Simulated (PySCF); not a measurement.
iridium atom (Ir), quartet (core potentials on Ir). Base run: PySCF with B3LYP/def2-TZVP.

PySCF was given this input:
```python
from pyscf import gto, scf, dft, solvent

mol = gto.M(
    atom='''
Ir    0.00000000    0.00000000    0.00000000
''',
    basis='def2-tzvp',
    ecp={'Ir': 'def2-tzvp'},
    spin=3,
    verbose=4,
)

mf = dft.UKS(mol)
mf.xc = 'b3lyp'
mf.kernel()
```

Variants of this job, named by their change:

```
change                                                ΔE vs base (kJ/mol)
----------------------------------------------------  -------------------
base                                                                 0.00
model = IEF-PCM; solvent = water; vdw_scale = 1.0                   -2.36
model = IEF-PCM; solvent = n-hexane                                 -0.14
model = IEF-PCM; solvent = dimethylsulfoxide                        -0.37
model = IEF-PCM; solvent = water; lebedev_order = 41                -0.37
model = IEF-PCM; solvent = acetonitrile                             -0.36
model = C-PCM; solvent = water                                      -0.38
model = IEF-PCM; solvent = water; vdw_scale = 1.1                   -0.90
model = IEF-PCM; solvent = water; lebedev_order = 11                -0.37
model = COSMO; solvent = water                                      -0.37
model = SS(V)PE; solvent = water                                    -0.37
model = IEF-PCM; solvent = water                                    -0.37
```

The base is the gas phase, so ΔE is the electrostatic part of solvation at a fixed geometry, without cavity and dispersion terms.

Open shells are given as the SCF converged; they aren't shown to be the lowest states, and a large step between rows can be another state.
